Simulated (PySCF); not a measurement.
**Distorted geometries of [Lu(H2O)5]3+**

[Lu(H2O)5]3+ (singlet in the valence; each metal's 4f electrons, 14 of them, lie in its core potential, out of spins and levels). PySCF 2.14.0, RKS TPSS, Lu lcecp-1-SVP with ECP60, O def2-SVP, H def2-SVP; non-relativistic Hamiltonian with scalar-relativistic core potentials where named; density fitting; no spin-orbit coupling. Relaxed geometry:

```xyz
16

Lu   -0.0328    0.0000    0.0000
O    -0.6286    0.0438    2.1823
H    -0.7694    0.8340    2.7607
H    -0.8118   -0.7237    2.7781
O    -0.6286   -0.0438   -2.1823
H    -0.7694   -0.8340   -2.7607
H    -0.8118    0.7237   -2.7781
O     2.2044    0.0000    0.0000
H     2.8145   -0.0044   -0.7813
H     2.8145    0.0044    0.7813
O    -0.6022    2.2013   -0.0434
H     0.0032    2.9841   -0.0733
H    -1.5071    2.6025   -0.0347
O    -0.6022   -2.2013    0.0434
H    -1.5071   -2.6025    0.0347
H     0.0032   -2.9841    0.0733
```

Question: Order these distorted geometries by energy above the relaxed one, lowest first.
A.
```xyz
16

Lu   -0.0142   -0.0322    0.0452
O    -0.6397    0.0617    2.1827
H    -0.7319    0.8365    2.7459
H    -0.8106   -0.6982    2.8210
O    -0.6188    0.0091   -2.1806
H    -0.7215   -0.8137   -2.7290
H    -0.8394    0.7402   -2.7606
O     2.1776   -0.0220    0.0348
H     2.8101   -0.0243   -0.8164
H     2.7674    0.0217    0.7540
O    -0.6072    2.1891   -0.0667
H    -0.0011    2.9896   -0.0785
H    -1.4435    2.5850   -0.0461
O    -0.6038   -2.2485    0.0311
H    -1.5887   -2.5996    0.0196
H     0.0340   -2.9945    0.0436
```
B.
```xyz
16

Lu    0.0829   -0.0843   -0.1338
O    -0.5913   -0.0079    2.0932
H    -0.6861    0.8016    2.7170
H    -0.7459   -0.5929    3.0676
O    -0.6910    0.5199   -1.9709
H    -0.9425   -0.9830   -2.7986
H    -0.8581    0.7927   -2.7663
O     2.2314   -0.3340    0.0080
H     2.8320    0.1535   -0.9472
H     2.9651   -0.3901    0.7631
O    -0.6234    2.1566    0.0259
H    -0.0539    3.0109   -0.0955
H    -1.5572    2.4962   -0.1336
O    -0.7085   -2.1474    0.0310
H    -1.6583   -2.4774    0.2533
H     0.1734   -2.9144   -0.1132
```
C.
```xyz
16

Lu   -0.1462    0.0968    0.0251
O    -0.4956    0.2039    2.1543
H    -0.7636    0.7962    2.7270
H    -0.8422   -0.7671    2.7862
O    -0.6584   -0.0528   -2.0835
H    -0.8793   -1.0156   -2.7859
H    -0.7034    0.9282   -2.7806
O     2.1519   -0.0545    0.0657
H     2.7459   -0.0007   -0.8240
H     2.8358    0.1195    0.8421
O    -0.6662    2.1620    0.0359
H     0.1562    3.0120   -0.1360
H    -1.4621    2.4205    0.0542
O    -0.6432   -2.2283   -0.0682
H    -1.4859   -2.6342    0.0344
H     0.0248   -2.9859   -0.0467
```

Answer: A (0.49 eV), C (4.61 eV), B (6.91 eV).

Question: Which forces (eV/Å) act in the one that lies 4.61 eV up?

Answer: 
```
Lu    1.41  -2.14  -0.35
O     0.38  -9.99  -1.95
H    -2.33   6.25   5.47
H     1.56   3.57  -2.40
O    -0.98   0.31  -5.50
H     0.82   4.10   2.51
H    -0.02  -4.27   2.29
O     2.24   0.88  -0.94
H    -1.34  -0.28   2.43
H    -1.37  -0.48  -1.62
O    14.39  -0.43  -1.09
H    -3.90  -2.75   0.78
H   -10.87   4.81   0.20
O     2.82   0.88   0.03
H    -2.12  -1.16   0.17
H    -0.69   0.68  -0.05
```
Forces carry noise of the integration grid, about 0.01 to 0.03 eV/Å.

No frequency check is given that shows the relaxed geometry to be a minimum. An lcecp potential fixes the number of 4f electrons, so in runs with it no electron can move into or out of that shell.
